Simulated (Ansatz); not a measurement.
Input for Ansatz (a first-principles code): R-r2SCAN/def2-TZVPP on GeH2S (SMILES [SH][GeH]), a point of a torsion scan.

Ansatz 0.2 input:
```yaml
crystal:
  periodic: [false, false, false]
  atoms:
    - {symbol: S, position_ang: [-1.07784892, 0.54099645, 0.49172718]}
    - {symbol: Ge, position_ang: [0.94332506, 0.60515736, -0.50812583]}
    - {symbol: H, position_ang: [-1.46942335, -0.50397359, -0.22930458]}
    - {symbol: H, position_ang: [1.77838131, 0.39359284, 0.89156200]}
basis:
  gaussian:
    orbitals: def2-TZVPP
hamiltonian:
  xc: {name: r2SCAN}
scf: {lower_state_search: off}
```

Task: What total energy does the run end on?

Result: -2476.3526 hartree.
